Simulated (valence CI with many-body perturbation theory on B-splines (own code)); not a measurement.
Re⁶⁸⁺: calculated level list

Level of theory: relativistic CI+MBPT: five valence electrons over a frozen Dirac-Fock core [He], a basis of 11 s, 11 p, 10 d, 8 f, 5 g, 2 h functions for each j, with the one-electron correlation potential Σ1 (screened to all orders), the two-electron term Σ2, the three-electron term Σ3, Breit, model QED; selected single and double excitations, second order for the rest, scaled by the run's own slope (own B-spline code, finite nucleus).

The last digits are not significant, and no measured levels were compared; by estimate large intervals hold to a few tenths of a per cent, small ones and those within an open d or f shell to about a per cent. Among the levels kept, up to 7500 cm⁻¹ of a level comes from second order outside the variational space, and about a tenth of that is noise between levels of different J, which matters for small intervals.

Levels 181 to 202 of 202, with energies above the lowest level, (2s^2 2p1/2^2 2p3/2) J=3/2. "Leading %" is the weight of the configuration and term that name the level; weights of strongly mixed levels are sums over their largest components and can fall short. In the jj column 3d3/2^4 stands for four electrons in 3d with j = 3/2.

| No. | Configuration | Term | J | E (Ry) | Leading % | g | Leading jj |
| --- | --- | --- | --- | --- | --- | --- | --- |
| 181 | 2s 2p3 3d | 2D° | 3/2 | 966.70 | 44 | 1.037 | 2s 2p1/2 2p3/2^2 3d3/2 (92 %) |
| 182 | 2s 2p3 3d | 4D° | 1/2 | 967.20 | 41 | 0.736 | 2s 2p1/2 2p3/2^2 3d3/2 (91 %) |
| 183 | 2s 2p3 3d | 2F° | 7/2 | 967.81 | 56 | 1.169 | 2s 2p1/2 2p3/2^2 3d5/2 (94 %) |
| 184 | 2s 2p3 3d | 2P° | 1/2 | 968.23 | 49 | 1.269 | 2s 2p1/2 2p3/2^2 3d5/2 (60 %) |
| 185 | 2s 2p3 3d | 2P° | 3/2 | 968.27 | 56 | 1.320 | 2s 2p1/2 2p3/2^2 3d5/2 (90 %) |
| 186 | 2s 2p3 3d | 2D° | 5/2 | 968.71 | 55 | 1.188 | 2s 2p1/2 2p3/2^2 3d5/2 (94 %) |
| 187 | 2s 2p3 3d | 4P° | 5/2 | 971.11 | 32 | 1.290 | 2s 2p1/2 2p3/2^2 3d5/2 (99 %) |
| 188 | 2s 2p3 3d | 4D° | 7/2 | 972.06 | 53 | 1.229 | 2s 2p1/2 2p3/2^2 3d5/2 (99 %) |
| 189 | 2s 2p3 3d | 4D° | 5/2 | 972.57 | 38 | 1.258 | 2s 2p1/2 2p3/2^2 3d5/2 (99 %) |
| 190 | 2s 2p3 3d | 2G° | 9/2 | 972.87 | 81 | 1.116 | 2s 2p1/2 2p3/2^2 3d5/2 (100 %) |
| 191 | 2s 2p3 3d | 2F° | 7/2 | 973.20 | 57 | 1.153 | 2s 2p1/2 2p3/2^2 3d5/2 (100 %) |
| 192 | 2s 2p3 3d | 2F° | 7/2 | 973.61 | 49 | 1.190 | 2s 2p1/2 2p3/2^2 3d5/2 (99 %) |
| 193 | 2s 2p3 3d | 2D° | 3/2 | 973.88 | 49 | 1.001 | 2s 2p1/2 2p3/2^2 3d5/2 (98 %) |
| 194 | 2s 2p3 3d | 2F° | 5/2 | 974.16 | 39 | 1.100 | 2s 2p1/2 2p3/2^2 3d5/2 (99 %) |
| 195 | 2s 2p3 3d | 2P° | 3/2 | 974.29 | 37 | 1.151 | 2s 2p1/2 2p3/2^2 3d5/2 (98 %) |
| 196 | 2s 2p3 3d | 2S° | 1/2 | 974.39 | 47 | 1.310 | 2s 2p1/2 2p3/2^2 3d5/2 (98 %) |
| 197 | 2s 2p3 3d | 2P° | 3/2 | 975.16 | 39 | 1.213 | 2s 2p1/2 2p3/2^2 3d5/2 (98 %) |
| 198 | 2s 2p3 3d | 2D° | 5/2 | 975.30 | 44 | 1.056 | 2s 2p1/2 2p3/2^2 3d5/2 (98 %) |
| 199 | 2p4 3p | 4D° | 7/2 | 981.55 | 66 | 1.309 | 2p1/2^2 2p3/2^2 3p3/2 (98 %) |
| 200 | 2p4 3p | 2D° | 5/2 | 981.56 | 50 | 1.307 | 2p1/2^2 2p3/2^2 3p3/2 (98 %) |
| 201 | 2p4 3p | 2P° | 1/2 | 981.65 | 50 | 1.276 | 2p1/2^2 2p3/2^2 3p3/2 (98 %) |
| 202 | 2p4 3p | 2P° | 3/2 | 985.31 | 47 | 1.306 | 2p1/2^2 2p3/2^2 3p3/2 (98 %) |
